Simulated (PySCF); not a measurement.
Compound: AsSb3SSSe nortricyclane, AsS2Sb3Se.
Bonds: As1–S2, As1–S5, As1–Se7, S2–Sb3, Sb3–Sb4, Sb3–Sb6, Sb4–S5, Sb4–Sb6, Sb6–Se7.

Computed by this run: PySCF 2.14.0, PBE0-D3(BJ)/def2-SVP geometry optimisation, gas phase, def2 core potentials past Kr; density fitting, grid level 1; the optimiser is geomeTRIC in internal coordinates, started from a GFN2-xTB structure with every atom displaced at random (about 0.03 Å).

At the end of the run (lengths in Å): Sb3–Sb4 2.864, As1–S2 2.229, Sb4–S5 2.435, Sb4–Sb6 2.864, Sb6–Se7 2.544, As1–Se7 2.373, Sb3–Sb6 2.863, S2–Sb3–Sb6 98.6°, S2–As1–S5 102.2°, S2–Sb3–Sb4 96.9°, Sb3–Sb6–Se7 97.8°, S5–As1–S2–Sb3 51°, S2–As1–S5–Sb4 -51°, S2–As1–Se7–Sb6 52°.

Problem. These geometries were met on the way; a selection of coordinates is given. Order them by energy above the end point, lowest first.
A. Sb3–Sb4 2.874, As1–S2 2.253, Sb4–S5 2.427, Sb4–Sb6 2.847, Sb6–Se7 2.536, As1–Se7 2.363, Sb3–Sb6 2.844, S2–Sb3–Sb6 97.9°, S2–As1–S5 99.9°, S2–Sb3–Sb4 96.6°, Sb3–Sb6–Se7 99.1°, S5–As1–S2–Sb3 52°, S2–As1–S5–Sb4 -53°, S2–As1–Se7–Sb6 51°
B. Sb3–Sb4 3.003, As1–S2 2.308, Sb4–S5 2.363, Sb4–Sb6 2.915, Sb6–Se7 2.585, As1–Se7 2.337, Sb3–Sb6 2.894, S2–Sb3–Sb6 95.7°, S2–As1–S5 99.3°, S2–Sb3–Sb4 94.3°, Sb3–Sb6–Se7 100.3°, S5–As1–S2–Sb3 51°, S2–As1–S5–Sb4 -53°, S2–As1–Se7–Sb6 52°
C. Sb3–Sb4 2.864, As1–S2 2.229, Sb4–S5 2.440, Sb4–Sb6 2.865, Sb6–Se7 2.547, As1–Se7 2.376, Sb3–Sb6 2.865, S2–Sb3–Sb6 98.6°, S2–As1–S5 102.0°, S2–Sb3–Sb4 97.3°, Sb3–Sb6–Se7 98.1°, S5–As1–S2–Sb3 51°, S2–As1–S5–Sb4 -52°, S2–As1–Se7–Sb6 52°

Solution. C (0.002 eV), A (0.016 eV), B (0.171 eV).

```csv
step,E above end (eV),"rms distance from the end, all atoms (Å)",largest force (eV/Å),rms shift of all bonds from the end (Å)
3,0.002,0.013,0.049,0.002
1,0.016,0.028,0.387,0.014
0,0.171,0.063,1.302,0.065
```

Rows stand in the order of the answer.
